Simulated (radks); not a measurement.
Bi I, 83 electrons, occupied as [Hg] 6p3 (the NIST ground configuration).

Calculated with a radial shooting solver on a logarithmic mesh with Libxc functionals: scalar-relativistic Kohn-Sham, PBE, spin-polarised, spherical densities, point nucleus; open shells are filled with parallel spins first (spin-orbit coupling, left out, can overturn this in heavy ions); hard spherical wall at 15 bohr.

Energy parts (hartree):
| part | energy |
|---|---|
| total | -21530.8208 |
| kinetic | 24432.3728 |
| electron-nucleus | -53831.8013 |
| Hartree | 8263.2166 |
| exchange-correlation | -394.6090 |

Orbitals (lengths in bohr, moments of r in powers of bohr):
1s up: occ. 1; eigenvalue (hartree) -3332.745; <1/r> 103.4
1s down: occ. 1; eigenvalue (hartree) -3332.743; <1/r> 103.4
2s up: occ. 1; eigenvalue (hartree) -598.7842; <1/r> 24.28
2s down: occ. 1; eigenvalue (hartree) -598.7838; <1/r> 24.28
2p up: occ. 3; eigenvalue (hartree) -512.0715; <1/r> 21.22
2p down: occ. 3; eigenvalue (hartree) -512.0706; <1/r> 21.22
3s up: occ. 1; eigenvalue (hartree) -144.5323; <1/r> 8.996
3s down: occ. 1; eigenvalue (hartree) -144.5316; <1/r> 8.996
3p up: occ. 3; eigenvalue (hartree) -119.7663; <1/r> 8.110
3p down: occ. 3; eigenvalue (hartree) -119.7654; <1/r> 8.110
3d up: occ. 5; eigenvalue (hartree) -94.93193; <1/r> 7.603
3d down: occ. 5; eigenvalue (hartree) -94.93122; <1/r> 7.603
4s up: occ. 1; eigenvalue (hartree) -33.16793; <1/r> 3.879
4s down: occ. 1; eigenvalue (hartree) -33.16673; <1/r> 3.879
4p up: occ. 3; eigenvalue (hartree) -25.05584; <1/r> 3.479
4p down: occ. 3; eigenvalue (hartree) -25.05454; <1/r> 3.479
4d up: occ. 5; eigenvalue (hartree) -15.79502; <1/r> 3.131
4d down: occ. 5; eigenvalue (hartree) -15.79355; <1/r> 3.131
5s up: occ. 1; eigenvalue (hartree) -5.79057; <1/r> 1.645
5s down: occ. 1; eigenvalue (hartree) -5.78706; <1/r> 1.645
4f up: occ. 7; eigenvalue (hartree) -5.59841; <1/r> 2.745
4f down: occ. 7; eigenvalue (hartree) -5.59670; <1/r> 2.745
5p up: occ. 3; eigenvalue (hartree) -3.51461; <1/r> 1.409
5p down: occ. 3; eigenvalue (hartree) -3.51115; <1/r> 1.409
5d up: occ. 5; eigenvalue (hartree) -0.99100; <1/r> 1.060
5d down: occ. 5; eigenvalue (hartree) -0.97962; <1/r> 1.068
6s up: occ. 1; eigenvalue (hartree) -0.55008; <1/r> 0.5852
6s down: occ. 1; eigenvalue (hartree) -0.49299; <1/r> 0.5966
6p up: occ. 3; eigenvalue (hartree) -0.19032; <1/r> 0.4187
6p down: occ. 0; eigenvalue (hartree) -0.12342; <1/r> 0.4152
7s up: occ. 0; eigenvalue (hartree) -0.02730; <1/r> 0.1819
6d up: occ. 0; eigenvalue (hartree) 0.02828; <1/r> 0.1581
5f up: occ. 0; eigenvalue (hartree) 0.08238; <1/r> 0.1130

The highest occupied level is 6p up at -5.179 eV. Summed over all electrons, <r^2> = 74.79 bohr^2, which gives a Langevin (diamagnetic) susceptibility term of -59.2 x 10^-6 cm^3/mol. Spin moment in Bohr magnetons: 3. The density falls to 0.001 e/bohr^3 at r = 4.74 bohr. The pressure on the wall is 0.0000108 GPa.
